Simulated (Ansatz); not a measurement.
Total energies of InH₂Br from Ansatz at r2SCAN-D4/def2-TZVP, gas phase (1 Eh = 27.2114 eV = 2625.5 kJ/mol). The reference geometry is relaxed at r2SCAN-D4/def2-TZVP.

```tsv
state	geometry	energy (Eh)
charge 0 singlet	reference	-2765.57992
charge 1 doublet	reference	-2765.21411
free In atom (doublet)	–	-190.18147
free H atom (doublet)	–	-0.49993
free Br atom (doublet)	–	-2574.09258
```

In the def2 sets In takes a core potential; there is no spin–orbit coupling.

Task: Work out the vertical ionisation energy to the doublet.

Result: E(charge 1 doublet) − E(charge 0 singlet) = -2765.21411 − (-2765.57992) = 0.36581 Eh = 9.95 eV. For comparison, −ε of the highest occupied level is 6.90 eV at this level, 3.05 eV less.

Task: What is the binding energy per atom against free atoms?

Result: Atoms: 1 × (-190.18147) + 2 × (-0.49993) + 1 × (-2574.09258) = -2765.27391 Eh. Binding: -2765.27391 − (-2765.57992) = 0.30601 Eh = 8.33 eV, or 2.08 eV for each of 4 atoms (no zero-point energy, no counterpoise term).
